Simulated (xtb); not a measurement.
xtb input:

```bash
xtb mol.xyz --gfn 1 --sp --chrg 0 --uhf 0
```
mol.xyz:
```
11

C      1.72794773    -1.11463070     1.13648996
Ge     0.03187906    -0.50815450     0.39055749
C     -1.56299010    -1.51480591     0.88444299
Br     0.21490135    -0.54644665    -1.93833949
Br    -0.28806286     1.71264637     1.04202147
H      1.91680186    -2.13859125     0.81543947
H      2.52853426    -0.46906058     0.78225884
H      1.67907458    -1.07082536     2.22411444
H     -1.45203271    -2.54823863     0.55742653
H     -2.43184094    -1.07223793     0.40235269
H     -1.68975998    -1.48047274     1.96610150
```

Which total energy does the run end on?

-16.99599 Eh (GFN1-xTB).
